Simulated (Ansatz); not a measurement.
Consider the ligand exchange at the Sn–Cl bond: `[OH][SnH2][Cl]` + `O[SiH3]` → `[OH][SnH2][O][SiH3]` + HCl.

Gas-phase electronic energies from Ansatz, PBE0-D4/def2-TZVP geometries. CCSD(T)/CBS is the MP2 limit (def2-TZVPP, def2-QZVPP) plus CCSD(T) − MP2 in def2-TZVPP, frozen cores. This one scheme is used for every species. DFT in def2-TZVPP. B3LYP here is the variant with VWN-RPA as its local correlation; programs differ in this. def2 core potentials past Kr. For Sn outer-core shells are correlated without core-valence functions, which leaves a few kJ/mol of doubt a bond. Each species was taken in one conformer, which may not be the lowest.

```tsv
level	ΔE (kJ/mol)	difference from CCSD(T)/CBS
revPBE-D4	53.9	6.7
BLYP-D4	49.2	2.0
B3LYP-D4	51.5	4.3
ωB97X-V	51.2	4.0
ωB97M-V	53.1	5.9
BLYP	55.3	8.1
r2SCAN0	58.0	10.8
CCSD/def2-SVP	42.5	-4.7
HF/def2-QZVPP	56.7	9.5
MP2/def2-QZVPP	48.0	0.8
CCSD(T)/CBS	47.2	0
```

Largest T1 diagnostic among the species: 0.014.

In def2-TZVPP, CCSD(T) changes the Hartree–Fock value by −14.0 kJ/mol (the triples alone add −1.5 kJ/mol) and MP2 by −11.4 kJ/mol. The D4 term adds −5.0 kJ/mol with B3LYP and −3.0 kJ/mol with PBE0; it sums over pairs of atoms, weighted by their polarisabilities, and B3LYP, whose exchange is more repulsive, gets the larger term. At CCSD(T), def2-SVP lies −6.3 kJ/mol from the extrapolated value and def2-TZVPP −3.2 kJ/mol.
